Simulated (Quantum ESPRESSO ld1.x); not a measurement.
Task: All-electron atom: the platinum ion Pt+ in [Xe] 4f14 5d9. All-electron calculation, non-relativistic Kohn-Sham, LDA (Slater exchange, VWN5 correlation), spin-polarised, spherical densities, point nucleus; open shells are filled with parallel spins first; relativity is left out, which matters for an element this heavy. Program: ld1.x of Quantum ESPRESSO 7.5. Some entries of the table are withheld. Estimate them.

| orbital | occ. | eigenvalue (eV) | r(max) (bohr) | <r> (bohr) |
|---|---|---|---|---|
| 1s up | 1 | -71113.6 | 0.01289 | 0.01942 |
| 1s down | 1 | -71113.6 | 0.01289 | 0.01942 |
| 2s up | 1 | -11840.7 | 0.07010 | 0.08185 |
| 2s down | 1 | -11840.6 | 0.07010 | 0.08185 |
| 2p up | 3 | -11380.9 | 0.05435 | 0.06916 |
| 2p down | 3 | -11380.8 | 0.05435 | 0.06916 |
| 3s up | 1 | -2763.46 | 0.1918 | 0.2069 |
| 3s down | 1 | -2763.42 | 0.1918 | 0.2069 |
| 3p up | 3 | -2546.70 | 0.1804 | 0.1971 |
| 3p down | 3 | -2546.66 | 0.1804 | 0.1971 |
| 3d up | 5 | -2141.01 | 0.1417 | 0.1723 |
| 3d down | 5 | -2140.96 | 0.1417 | 0.1723 |
| 4s up | 1 | -582.099 | 0.4285 | 0.4569 |
| 4s down | 1 | -582.033 | 0.4285 | 0.4569 |
| 4p up | 3 | -489.219 | 0.4278 | 0.4615 |
| 4p down | 3 | -489.149 | 0.4278 | 0.4615 |
| 4d up | 5 | -318.396 | 0.4209 | 0.4709 |
| 4d down | 5 | -318.313 | 0.4210 | 0.4709 |
| 4f up | 7 | -90.3414 | (1) | 0.5036 |
| 4f down | 7 | -90.2304 | (2) | 0.5033 |
| 5s up | 1 | -88.2062 | 0.9562 | (3) |
| 5s down | 1 | -87.7015 | 0.9555 | (4) |
| 5p up | 3 | -59.2275 | 1.017 | 1.151 |
| 5p down | 3 | -58.6900 | 1.016 | 1.150 |
| 5d up | 5 | -15.3186 | 1.248 | 1.613 |
| 5d down | 4 | -14.7819 | 1.248 | 1.621 |

Result: 
(1) 4f up r(max) (bohr): 0.3787
(2) 4f down r(max) (bohr): 0.3787
(3) 5s up <r> (bohr): 1.053
(4) 5s down <r> (bohr): 1.052
